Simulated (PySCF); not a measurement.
A calculated (PBE0, PySCF 2.14, aug-cc-pVDZ-DK, the spin-free X2C one-electron Hamiltonian (Gaussian nucleus)) atom or ion has these occupied shells.

```csv
shell,electrons,orbital energy (eV),"rms radius, mean of both spins (bohr)"
1s α,1,-9579.5,0.0580
1s β,1,-9579.4,0.0580
2s α,1,-1186.4,0.245
2s β,1,-1186.3,0.245
2p β,3,-1028.7,0.219
2p α,3,-1028.7,0.219
3s α,1,-146.10,0.732
3s β,1,-146.00,0.732
3p α,3,-98.676,0.777
3p β,3,-98.628,0.777
3d α,5,-22.570,1.03
3d β,5,-22.405,1.03
4s α,1,-15.283,2.60
```

Q: Name the element and its charge.

A: Zn⁺ (zinc, charge +1), in [Ar] 3d10 4s1, 2S determinant.
